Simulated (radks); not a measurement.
Results of a calculation; reference values are marked as such.
Excited configurations of Lu: one electron is placed in a higher orbital outside [Xe] 4f14 6s2. The ground configuration is [Xe] 4f14 5d1 6s2. Level of theory: scalar-relativistic Kohn-Sham, PBE, spin-polarised, spherical densities, finite nucleus; open shells are filled with parallel spins first (spin-orbit coupling, left out, can overturn this in heavy ions); Fermi nuclear charge, rms radius 5.37 fm (a radial shooting solver on a logarithmic mesh with Libxc functionals). Excitation = E - E(ground); binding = E(ion) - E, where the ion is the core of charge +1; n* = 1/sqrt(2 binding) in atomic units, and the quantum defect is n - n*.

| outer orbital | excitation (eV) | binding (eV) | n* | quantum defect | eigenvalue (eV) | <r> (bohr) |
|---|---|---|---|---|---|---|
| 6p | 0.926 | 4.453 | 1.748 | 4.252 | -2.404 | 4.783 |
| 6d | 3.760 | 1.619 | 2.899 | 3.101 | -0.806 | 10.60 |
| 6f | 4.688 | 0.691 | 4.436 | 1.564 | -0.405 | 27.47 |
| 7s | 2.879 | 2.500 | 2.333 | 4.667 | -1.558 | 8.885 |
| 7p | 3.563 | 1.816 | 2.737 | 4.263 | -1.085 | 11.49 |
| 7d | 4.352 | 1.027 | 3.640 | 3.360 | -0.599 | 19.68 |

Estimate the row for 5f.

Answer. excitation (eV) 4.400; binding (eV) 0.978; n* 3.729; quantum defect 1.271; eigenvalue (eV) -0.472; <r> (bohr) 16.24. The Delta-SCF ionisation energy is 5.379 eV (NIST Atomic Spectra Database: 5.426 eV, measured). Self-interaction in the functional shifts the binding energies and quantum defects, so they are the method's values and not measured ones. Open shells are spherical and high-spin; term and fine-structure splittings are not resolved. Spin-orbit splitting is averaged out at the scalar-relativistic level.
